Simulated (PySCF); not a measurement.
# Electron correlation in N²⁺ (nitrogen, charge +2)

[He] 2s1 2p2, high-spin 4P determinant (an excited configuration). Computed with PySCF 2.14 in def2-TZVPPD (6s3p3d1f, 37 functions), with the non-relativistic Hamiltonian (point nucleus). Frozen: nothing; 5 electrons correlated.

```csv
level,correlation energy (mhartree)
CCSD,-32.58
(T),-0.05
CCSD(T),-32.63
```

Diagnostics: T1 = 0.00085, D1 = 0.0019, largest double amplitude 0.018.

Question: Is a single reference adequate?

Answer: Yes: T1 lies below 0.03 and no double amplitude reaches 0.07.

This basis was not built for core-valence correlation, so the inner-shell part is incomplete.
